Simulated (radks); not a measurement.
Spherical quantum dot in the effective-mass picture: electrons in a parabolic well V = omega^2 r^2 / 2 with omega = 0.0578, with a point charge +1 (a donor) at the centre, all in effective atomic units (hartree* = m*/eps^2 hartree, bohr* = eps/m* bohr), one dielectric constant everywhere. Method: non-relativistic Kohn-Sham, PBEsol, spin-polarised, spherical densities; computed with a radial shooting solver with Libxc functionals. Levels are named by radial order and angular momentum (1s, 1p, 1d, 2s, ...), and open shells are averaged over m. Results are scaled to m* = 0.119 and eps = 14.1, for which hartree* = 16.29 meV and bohr* = 6.27 nm.

N = 36, configuration 1s2 1p6 1d10 2s2 1f14 2p(up 1, down 0) 3s(up 1, down 0). This is the lowest configuration that the search found (a dilute case). Occupied levels:

| level | occupation | eigenvalue (meV) | <r> (nm) |
|---|---|---|---|
| 1s up | 1 | 37.135 | 20.43 |
| 1s down | 1 | 37.273 | 20.90 |
| 2s up | 1 | 37.526 | 89.51 |
| 2s down | 1 | 37.562 | 95.58 |
| 1p up | 3 | 37.587 | 95.08 |
| 1p down | 3 | 37.620 | 100.5 |
| 1d up | 5 | 37.749 | 103.9 |
| 1d down | 5 | 37.763 | 105.7 |
| 1f up | 7 | 37.943 | 109.9 |
| 1f down | 7 | 37.950 | 110.1 |
| 3s up | 1 | 38.009 | 84.20 |
| 2p up | 1 | 38.079 | 85.57 |

Energy (meV): total 776.813, kinetic 23.572, external 209.93, Hartree 600.21, exchange-correlation -56.896.
